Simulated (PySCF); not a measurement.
**Telling isomers of C7H8OSi apart by NMR**

Computed data (PySCF 2.14.0 with density-fitted response routines): structure optimised with GFN2-xTB, shielding tensors at PBE0/pcSseg-1 (GIAO). Non-relativistic Hamiltonian, in vacuum, one computed conformer, rapidly exchanging positions averaged.

References, each an isolated molecule treated in the same way: $^{1}$H, $^{13}$C vs TMS. Where no couplings were computed, multiplicities follow the n + 1 count of equivalent neighbours, and m marks all less simple cases (inequivalent or close neighbours, rings, F or P nearby). Shifts are as computed. Against solution values, carbons near 30 ppm lie about +3 ppm off and those near 130 ppm about +5 ppm. Of 1309 compounds with measured shifts, 239 miss one by over three times the rms of a fit or turn the order of signals round; such compounds aren't used in these exercises.

(1) Tabulate the signals of `C#CC1=CCC(=C)O[SiH2]1`, `C=C1C(=C)C(C=O)=C1[SiH3]`, `c1ccc2c(c1)CO[SiH2]2` and their relative energies.

(2) What is the quickest way to tell C#CC1=CCC(=C)O[SiH2]1 from c1ccc2c(c1)CO[SiH2]2?

(3) What is the quickest way to tell C#CC1=CCC(=C)O[SiH2]1 from C=C1C(=C)C(C=O)=C1[SiH3]?

(4) What is the quickest way to tell C=C1C(=C)C(C=O)=C1[SiH3] from c1ccc2c(c1)CO[SiH2]2?

Results:

(1) 
```tsv
SMILES	carbon types	δC	δH	E rel. (kcal/mol)
C#CC1=CCC(=C)O[SiH2]1	3×C 2×CH 2×CH2	163.2, 159.3, 125.5, 97.0, 92.1, 85.8, 38.2	7.55 (t, 1H), 5.26 (s, 2H), 4.61 (br s, 1H), 4.37 (br s, 1H), 3.06 (m, 2H), 2.98 (s, 1H)	69.6
C=C1C(=C)C(C=O)=C1[SiH3]	4×C 1×CH 2×CH2	191.1, 180.2, 165.8, 157.1, 151.6, 114.6, 100.1	10.33 (s, 1H), 5.81 (m, 1H), 5.80 (m, 1H), 5.33 (m, 1H), 5.22 (m, 1H), 4.36 (s, 3H)	90.3
c1ccc2c(c1)CO[SiH2]2	2×C 4×CH 1×CH2	156.1, 138.2, 137.9, 135.5, 132.2, 126.2, 78.1	7.99 (d, 1H), 7.70 (m, 1H), 7.62 (m, 1H), 7.54 (d, 1H), 5.75 (s, 2H), 5.59 (s, 2H)	0.0
```

Energies are electronic energies at PBE0/pcSseg-1 on these geometries, without zero-point or thermal terms, each for the one conformer computed, which needn't be the lowest.

(2) Both give the same number of carbon signals, but DEPT or the intensities differ. The first has an alkyne carbon (C) at 85.8 ppm, the second an aromatic CH at 126.2 ppm. Their most deshielded carbons lie at 163.2 and 156.1 ppm. In the proton spectra the most deshielded non-exchanging signals are 7.55 (t, 1H) and 7.99 (d, 1H).

(3) Both give the same number of carbon signals, but DEPT or the intensities differ. The first has a terminal alkyne carbon (CH) at 92.1 ppm, the second an aldehyde carbonyl carbon (CH) at 191.1 ppm. Their most deshielded carbons lie at 163.2 and 191.1 ppm. In the proton spectra the most deshielded non-exchanging signals are 7.55 (t, 1H) and 10.33 (s, 1H).

(4) Both give the same number of carbon signals, but DEPT or the intensities differ. The first has an aldehyde carbonyl carbon (CH) at 191.1 ppm, the second an aromatic CH at 126.2 ppm. Their most deshielded carbons lie at 191.1 and 156.1 ppm. In the proton spectra the most deshielded non-exchanging signals are 10.33 (s, 1H) and 7.99 (d, 1H).
